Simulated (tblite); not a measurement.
C₅H₁₁Se (doublet state).
Bonds: C1–Se2, Se2–C3, C3–C4, C3–C5, C3–C6. Hydrogens: H7, H8 on C1; H9, H10, H11 on C4; H12, H13, H14 on C5; H15, H16, H17 on C6.

Computed with GFN2-xTB (tblite), gas phase: L-BFGS steps from a force-field or distance-geometry start until the largest atomic force falls under 0.01 eV/Å.

Step 7: E = -528.0543 eV
```
atom  x, y, z in Å  |  force x, y, z in eV/Å
C1      2.8518   -0.4081   -0.2230   -0.114   0.080   0.018
Se2     1.5715    0.8350   -0.6881   -0.144  -0.210   0.098
C3     -0.2861    0.1763   -0.1087   -0.347  -0.013   0.152
C4     -1.0930    1.4537    0.1056   -0.070   0.142   0.023
C5     -0.9844   -0.6293   -1.2045    0.099   0.032  -0.039
C6     -0.2628   -0.6098    1.2011    0.046  -0.066  -0.012
H7      3.8469    0.0138   -0.2033   -0.118  -0.111  -0.035
H8      2.6438   -1.2208    0.4536   -0.084   0.130  -0.061
H9     -0.6089    2.1282    0.8075    0.074  -0.022   0.079
H10    -2.0727    1.1926    0.5050    0.000   0.013   0.013
H11    -1.2494    1.9998   -0.8209    0.078  -0.024  -0.123
H12    -1.0286   -0.0723   -2.1391    0.081   0.058   0.011
H13    -0.4948   -1.5797   -1.4076    0.026   0.001   0.126
H14    -2.0166   -0.8101   -0.8806    0.244  -0.089  -0.119
H15    -0.2971    0.0646    2.0605    0.089  -0.132  -0.136
H16    -1.1346   -1.2681    1.2324    0.044   0.162   0.093
H17     0.6080   -1.2537    1.3003    0.095   0.049  -0.089
```

Step 8: E = -528.0694 eV
```
atom  x, y, z in Å  |  force x, y, z in eV/Å
C1      2.8421   -0.4051   -0.2178   -0.097   0.075   0.037
Se2     1.5529    0.8316   -0.6882    0.053  -0.174   0.084
C3     -0.2937    0.1807   -0.1043   -0.318  -0.125   0.137
C4     -1.0994    1.4645    0.1073    0.042   0.037  -0.010
C5     -0.9790   -0.6310   -1.2077    0.100   0.061   0.020
C6     -0.2564   -0.6141    1.2043   -0.025  -0.011  -0.108
H7      3.8432    0.0106   -0.2104   -0.237  -0.132  -0.028
H8      2.6340   -1.2234    0.4554   -0.055   0.192  -0.105
H9     -0.6064    2.1356    0.8104    0.007  -0.064   0.021
H10    -2.0794    1.2053    0.5052   -0.011   0.034   0.013
H11    -1.2472    2.0091   -0.8253    0.077  -0.077  -0.012
H12    -1.0205   -0.0777   -2.1432    0.094   0.105  -0.014
H13    -0.4882   -1.5809   -1.4100    0.072   0.012   0.156
H14    -2.0100   -0.8191   -0.8965    0.128  -0.092  -0.058
H15    -0.2832    0.0549    2.0634    0.076  -0.029  -0.043
H16    -1.1285   -1.2689    1.2443   -0.005   0.124   0.069
H17     0.6127   -1.2602    1.3030    0.100   0.064  -0.157
```

Step 9: E = -528.0809 eV
```
atom  x, y, z in Å  |  force x, y, z in eV/Å
C1      2.8325   -0.4015   -0.2133   -0.082   0.041   0.029
Se2     1.5389    0.8258   -0.6867    0.128  -0.069   0.041
C3     -0.3051    0.1824   -0.0986   -0.151  -0.141   0.063
C4     -1.1041    1.4733    0.1088    0.087  -0.064  -0.018
C5     -0.9732   -0.6314   -1.2102    0.062   0.053   0.042
C6     -0.2518   -0.6177    1.2055   -0.066   0.026  -0.119
H7      3.8365    0.0059   -0.2165   -0.246  -0.110  -0.027
H8      2.6251   -1.2222    0.4551   -0.052   0.157  -0.081
H9     -0.6041    2.1401    0.8133   -0.037  -0.084  -0.021
H10    -2.0847    1.2158    0.5056   -0.027   0.064   0.010
H11    -1.2439    2.0148   -0.8292    0.074  -0.105   0.068
H12    -1.0123   -0.0798   -2.1464    0.111   0.123  -0.013
H13    -0.4816   -1.5815   -1.4087    0.119   0.027   0.160
H14    -2.0023   -0.8278   -0.9100   -0.003  -0.094  -0.017
H15    -0.2709    0.0468    2.0646    0.071   0.058   0.037
H16    -1.1242   -1.2672    1.2549   -0.065   0.047   0.059
H17     0.6181   -1.2637    1.3019    0.079   0.072  -0.212
```

Step 10: E = -528.0903 eV
```
atom  x, y, z in Å  |  force x, y, z in eV/Å
C1      2.8225   -0.3978   -0.2093   -0.072  -0.008   0.001
Se2     1.5297    0.8200   -0.6849    0.094   0.065  -0.011
C3     -0.3170    0.1817   -0.0930    0.051  -0.082  -0.025
C4     -1.1069    1.4788    0.1100    0.072  -0.133  -0.005
C5     -0.9679   -0.6311   -1.2120    0.002   0.016   0.033
C6     -0.2490   -0.6203    1.2053   -0.075   0.040  -0.055
H7      3.8268    0.0000   -0.2220   -0.161  -0.058  -0.030
H8      2.6166   -1.2186    0.4537   -0.068   0.057  -0.010
H9     -0.6028    2.1423    0.8153   -0.049  -0.089  -0.036
H10    -2.0892    1.2261    0.5059   -0.037   0.082   0.004
H11    -1.2397    2.0175   -0.8312    0.068  -0.111   0.098
H12    -1.0032   -0.0792   -2.1490    0.120   0.110   0.014
H13    -0.4738   -1.5812   -1.4045    0.150   0.044   0.146
H14    -1.9958   -0.8369   -0.9216   -0.093  -0.087  -0.002
H15    -0.2593    0.0408    2.0658    0.068   0.102   0.067
H16    -1.1219   -1.2650    1.2649   -0.104  -0.022   0.055
H17     0.6238   -1.2651    1.2966    0.033   0.075  -0.245
```

Task: Estimate the geometry and energy of step 11. (The exact step hangs on the optimiser's Hessian estimate; all steps are aligned on step 10, rigid shifts and turns removed.)

Result: E = -528.0992 eV, largest force 0.261 eV/Å
```
atom  x, y, z in Å  |  force x, y, z in eV/Å
C1      2.8115   -0.3945   -0.2055   -0.065  -0.057  -0.033
Se2     1.5233    0.8162   -0.6836    0.009   0.188  -0.057
C3     -0.3271    0.1796   -0.0884    0.198   0.005  -0.086
C4     -1.1085    1.4811    0.1113    0.023  -0.156   0.019
C5     -0.9633   -0.6309   -1.2133   -0.053  -0.031   0.013
C6     -0.2477   -0.6221    1.2050   -0.060   0.036   0.036
H7      3.8148   -0.0064   -0.2278   -0.034  -0.001  -0.036
H8      2.6073   -1.2144    0.4523   -0.092  -0.058   0.074
H9     -0.6026    2.1426    0.8164   -0.036  -0.084  -0.027
H10    -2.0939    1.2374    0.5061   -0.034   0.074  -0.004
H11    -1.2345    2.0180   -0.8312    0.060  -0.101   0.083
H12    -0.9923   -0.0768   -2.1508    0.116   0.073   0.057
H13    -0.4635   -1.5799   -1.3977    0.160   0.058   0.117
H14    -1.9914   -0.8469   -0.9326   -0.123  -0.066  -0.005
H15    -0.2470    0.0371    2.0680    0.063   0.105   0.049
H16    -1.1215   -1.2634    1.2752   -0.105  -0.057   0.051
H17     0.6293   -1.2648    1.2868   -0.027   0.071  -0.250
```

The energy changes by -0.0089 eV. The first-order estimate −F·Δx gives -0.0118 eV and the mean of the old and new forces, exact on a quadratic surface, -0.0089 eV. The step makes an angle of 61° with the force vector and moves no atom by more than 0.015 Å.

What follows is the cost of the whole relaxation. The run took 0.69 s wall on one thread, Arm Neoverse V1 (aarch64), on a shared host.
